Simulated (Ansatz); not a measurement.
Relaxation of ClGaH2 (4 atoms, charge 0, multiplicity 1), to a largest force component of 0.03 eV/Å in at most 50 steps.

Method: RKS r2SCAN/def2-SVP (Ansatz 0.2.0).

```xyz
4
Properties=species:S:1:pos:R:3:forces:R:3
Ga 0.127 0.000 0.278 1.25 0.00 0.45
H 0.488 0.000 1.783 -1.11 0.00 0.34
Cl 2.295 0.000 -0.108 -0.16 0.00 -0.80
H -0.952 0.000 -0.824 0.02 0.00 0.02
```

Q: Where does it end, and by what steps?

A: The forces met the threshold. After 4 steps the energy has fallen by 0.418 eV; H2 moved furthest, 0.35 Å.

```json
{"step": "0", "energy less start (eV)": "0.0000", "largest force component (eV/Å)": "1.247", "accepted": "yes"}
{"step": "1", "energy less start (eV)": "-0.3202", "largest force component (eV/Å)": "0.861", "accepted": "yes"}
{"step": "2", "energy less start (eV)": "-0.4133", "largest force component (eV/Å)": "0.338", "accepted": "yes"}
{"step": "3", "energy less start (eV)": "-0.4177", "largest force component (eV/Å)": "0.086", "accepted": "yes"}
{"step": "4", "energy less start (eV)": "-0.4180", "largest force component (eV/Å)": "0.002", "accepted": "yes"}
```

```xyz
4
Properties=species:S:1:pos:R:3
Ga 0.291 0.000 0.356
H 0.162 0.000 1.903
Cl 2.314 0.000 -0.388
H -0.809 0.000 -0.741
```

Run time: 9.4 s on 1 thread of Intel(R) Xeon(R) Platinum 8488C (Sapphire Rapids), on a shared host, peak memory 0.13 GiB.
